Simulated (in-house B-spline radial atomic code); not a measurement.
Radial electron density of the krypton ion Kr⁺, [Ar] 3d10 4s2 (4p1/2)2 (4p3/2)3. Computed with an all-electron radial atomic-structure program (B-spline basis): Dirac-Kohn-Sham relativistic LDA, spherical fractional occupations, Fermi nucleus of rms radius 4.1884 fm.

Columns: r (bohr), 4πr²n(r) (electrons per bohr), bar.

```
 0.00183    1.459 #
 0.00224    2.092 ##
 0.00273    2.959 ##
 0.00333    4.158 ###
 0.00407    5.808 #####
 0.00497    8.005 #######
 0.00606    10.85 #########
 0.00739    14.47 ############
 0.00902    18.92 ################
   0.011    24.08 ####################
  0.0134    29.71 #########################
  0.0164    35.49 ##############################
    0.02    40.44 ##################################
  0.0244    43.82 ####################################
  0.0298    44.88 #####################################
  0.0364    43.44 ####################################
  0.0444    40.38 ##################################
  0.0541    37.63 ###############################
  0.0661     37.5 ###############################
  0.0806    41.31 ##################################
  0.0984     47.8 ########################################
    0.12    52.85 ############################################
   0.147    52.01 ###########################################
   0.179    44.52 #####################################
   0.218    34.94 #############################
   0.266    29.96 #########################
   0.325    32.14 ###########################
   0.397    36.49 ##############################
   0.484    35.72 ##############################
   0.591    27.87 #######################
   0.721    17.47 ###############
   0.879    9.869 ########
    1.07    6.595 #####
    1.31    5.706 #####
     1.6    4.933 ####
    1.95    3.522 ###
    2.38     1.95 ##
     2.9   0.8231 #
    3.54    0.252 
    4.33  0.05263 
    5.28 0.007309 
    6.44 0.000606
```

On this grid the curve has 3 maxima, near 0.0298, 0.12, 0.397 bohr.

The 4p1/2 radial function P(r) = rR(r), positive near the nucleus, with its small component Q(r) (sign convention: Q ≈ (P' + κP/r)/2c):

| r (bohr) | P | Q |
| --- | --- | --- |
| 0.00183 | 0.001085 | 0.003547 |
| 0.00273 | 0.002002 | 0.005104 |
| 0.00407 | 0.003793 | 0.007261 |
| 0.00606 | 0.00731 | 0.01015 |
| 0.00902 | 0.01418 | 0.01386 |
| 0.0134 | 0.02721 | 0.01821 |
| 0.02 | 0.05129 | 0.02271 |
| 0.0298 | 0.09179 | 0.02592 |
| 0.0444 | 0.151 | 0.02564 |
| 0.0661 | 0.216 | 0.0195 |
| 0.0984 | 0.2414 | 0.00712 |
| 0.147 | 0.149 | -0.00708 |
| 0.218 | -0.09371 | -0.01393 |
| 0.325 | -0.3532 | -0.008594 |
| 0.484 | -0.3221 | 0.002348 |
| 0.721 | 0.1182 | 0.007816 |
| 1.07 | 0.6441 | 0.005689 |
| 1.6 | 0.8137 | 0.001374 |
| 2.38 | 0.5534 | -0.000579 |
| 3.54 | 0.2072 | -0.0005 |
| 5.28 | 0.03542 | -0.0001131 |
